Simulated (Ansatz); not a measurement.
Job for Ansatz (an electronic-structure program): U-CCSD(T)/cc-pV(T+d)Z on AlFH2O (SMILES [OH][AlH][F]), a point of a bond scan (R = 0.862 Å). Files ending in .json are basis or fitting sets from the Basis Set Exchange.

Ansatz 0.2 input:
```yaml
crystal:
  periodic: [false, false, false]
  atoms:
    - {symbol: Al, position_ang: [-0.22437839, -0.36994440, 0.12139836]}
    - {symbol: H, position_ang: [-1.02851550, -1.64177396, 0.51864000]}
    - {symbol: F, position_ang: [1.24636186, -0.07531748, 0.81825782]}
    - {symbol: O, position_ang: [-0.85471535, 0.70268961, -1.01729409]}
    - {symbol: H, position_ang: [-0.47616094, 1.42692140, -1.29223716]}
basis:
  gaussian:
    orbitals: cc-pV_T+d_Z.json
correlation: {method: ccsd_t, electrons: outside_noble_gas}
scf: {omitted_lower_state_checks: [cluster_reference]}
magnetization: {spin_polarized: true, initial_magnetization: 0}
```

Program output:

```
WARN ansatz: RAYON_NUM_THREADS=1 ignored (pool sized by the plan → 1); use --threads N
Functional definition: HF
these checks for a lower state are left out or cut short: cluster_reference
integrals: 0.35 GiB planned
759 factors; integrals over basis functions are off by at most 1.5e-3 eV
mean field: 0.34 GiB planned
mean field evaluation 1: about -11359.4435 eV, gradient 3.4e1 eV
mean field evaluation 2: about -11359.4459 eV, gradient 3.4e1 eV
mean field evaluation 4: about -11363.3172 eV, gradient 1.4e0 eV
mean field evaluation 8: about -11363.3367 eV, gradient 9.9e-4 eV
mean field -11363.33667103 eV, -417.5949203141 hartree, gradient 4.2e-6 eV, S^2 0.000000; 0 other end points of the search recorded, 0 dependent functions left out
7 core orbitals not correlated
reference -11363.33667103 eV, -417.5949203141 hartree; 9, 9 occupied and 111, 111 virtual orbitals, 759 factors
second order -15.62415670 eV of doubles, -0.00000000 eV of singles
coupled cluster: 0.90 GiB planned
cycle   1  -15.47018942 eV  change    1.5e-1 eV  update   8.1e-2
cycle   2  -15.78550261 eV  change   -3.2e-1 eV  update   2.4e-2
cycle   3  -15.86913036 eV  change   -8.4e-2 eV  update   1.3e-2
cycle   4  -15.86043313 eV  change    8.7e-3 eV  update   2.9e-3
cycle   5  -15.85813873 eV  change    2.3e-3 eV  update   1.2e-3
cycle   6  -15.85864963 eV  change   -5.1e-4 eV  update   3.6e-4
cycle   7  -15.85861377 eV  change    3.6e-5 eV  update   1.1e-4
cycle   8  -15.85858892 eV  change    2.5e-5 eV  update   3.3e-5
cycle   9  -15.85859413 eV  change   -5.2e-6 eV  update   1.2e-5
perturbative correction -0.46586086 eV, -0.0171200708 hartree
Total energy: -11379.66112602 eV, -418.1948329698 hartree
Checks for a lower state left out: cluster_reference
```

Self-consistency was reached.

Cost: about 27 core-seconds (a rough figure).
